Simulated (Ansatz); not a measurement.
Compare A (`[CH3][SnH2][O]C=N`) with its isomer B (`C[N](C)[Sn][OH]`).

Isolated molecules relaxed with PBE0-D4/def2-TZVP in Ansatz; ΔE leaves out vibrations. CBS: MP2 limit from def2 TZ/QZ plus the TZ coupled-cluster correction, frozen cores. DFT in def2-TZVPP. def2 core potentials past Kr. For Sn outer-core shells are correlated without core-valence functions, which leaves a few kJ/mol of doubt a bond. Each species was taken in one conformer, which may not be the lowest.

Which is lower in electronic energy at CCSD(T)/CBS, and by how much? (An estimate is asked.)

The calculation gave: B, by 28.2 kcal/mol.

Give E(B) − E(A) in kcal/mol with HF/def2-TZVPP, ωB97M-V, B2PLYP, PBE0-D4, r2SCAN-D4, PBE-D4, MP2/def2-TZVPP. (Estimate.)

Computed: HF/def2-TZVPP -19.9, ωB97M-V -26.1, B2PLYP -29.3, PBE0-D4 -28.0, r2SCAN-D4 -26.8, PBE-D4 -29.8, MP2/def2-TZVPP -30.0. None reverses the order clearly.

Largest T1 diagnostic: 0.017.

From PBE to PBE0 (25 % exact exchange), in def2-TZVPP and without D4, E(B) − E(A) moves by +1.7 kcal/mol. In def2-TZVPP, CCSD(T) changes the Hartree–Fock value by −5.2 kcal/mol (the triples alone add +0.2 kcal/mol) and MP2 by −10.0 kcal/mol.
